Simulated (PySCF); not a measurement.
# Where the electron goes

Species: CH9NOSi2.
Structure used (GFN2-xTB), in Å, numbered top down from 1:
```
atom  x, y, z in Å
C1    -1.7966   -0.9070    0.0363
Si2   -0.5819    0.2009    0.9738
N3    -0.7211    1.7827    0.3030
O4     0.9531   -0.2757    0.7393
Si5    2.3707   -0.4914    0.0009
H6    -2.8211   -0.7106    0.3360
H7    -1.7292   -0.7481   -1.0358
H8    -1.5945   -1.9558    0.2288
H9    -0.7181    0.0818    2.4308
H10   -1.6245    2.2238    0.2667
H11   -0.0124    2.4627    0.5261
H12    2.2214   -0.2891   -1.4405
H13    2.7610   -1.8647    0.3166
H14    3.2923    0.4901    0.5759
```

Method used: TDDFT wB97X-D/def2-SVPD, vertical, gas phase, core orbitals frozen in the response (PySCF).

Frontier orbitals with the atoms that hold most of them (Löwdin shares over 4%, at most four atoms; ? is withheld):

```json
{"orbital": "HOMO-3", "ε (eV)": "-11.43", "atoms": "Si5 19%, C1 18%, H14 14%, Si2 12%"}
{"orbital": "HOMO-2", "ε (eV)": "-10.60", "atoms": "O4 38%, Si5 22%, H13 17%, H12 9%"}
{"orbital": "HOMO-1", "ε (eV)": "-10.26", "atoms": "?"}
{"orbital": "HOMO", "ε (eV)": "?", "atoms": "N3 53%, Si2 14%, H9 10%, C1 7%"}
{"orbital": "LUMO", "ε (eV)": "1.89", "atoms": "?"}
{"orbital": "LUMO+1", "ε (eV)": "2.31", "atoms": "Si5 41%, H12 11%, H14 10%, H13 9%"}
{"orbital": "LUMO+2", "ε (eV)": "2.63", "atoms": "Si5 38%, Si2 11%, H10 9%, H13 6%"}
```

Task: Give the leading atoms of the HOMO-1.

Result: O4 (bonded to 2 Si) 30%; N3 (bonded to Si and 2 H) 14%; C1 (bonded to Si and 3 H) 12%; Si5 (bonded to O and 3 H) 11%.

Task: Which atoms hold the LUMO, and with what shares?

Result: Si2 (bonded to C, N, O and H) 24%; Si5 (bonded to O and 3 H) 22%; H11 (bonded to N) 7%; H10 (bonded to N) 6%. By element: silicon 47%, hydrogen 13% or more.

Task: What is the HOMO energy, and the HOMO–LUMO gap?

Result: ε(HOMO) = -9.36 eV; the gap is 11.25 eV (0.4135 hartree).

Task: The HOMO–LUMO gap is 11.25 eV. Where does the response calculation put the lowest singlet, and from which orbitals?

Result: S1 is at 6.84 eV (f = 0.032), 4.41 eV below the gap, made of HOMO→LUMO (64%), HOMO→LUMO+2 (12%), HOMO→LUMO+1 (9%). Without the coupling terms of the response equations the lowest excitation would equal the gap.

Next come S2 at 7.51 eV (f 0.012), HOMO→LUMO+1 (25%), HOMO-1→LUMO (19%), HOMO→LUMO+2 (16%); S3 at 7.75 eV (f 0.0088), HOMO-1→LUMO (37%), HOMO→LUMO+3 (10%), HOMO-1→LUMO+1 (9%); S4 at 7.82 eV (f 0.0007), HOMO-2→LUMO (55%), HOMO-2→LUMO+1 (27%); S5 at 8.18 eV (f 0.058), HOMO→LUMO+3 (58%), HOMO→LUMO (13%).

One conformer stands for the species.
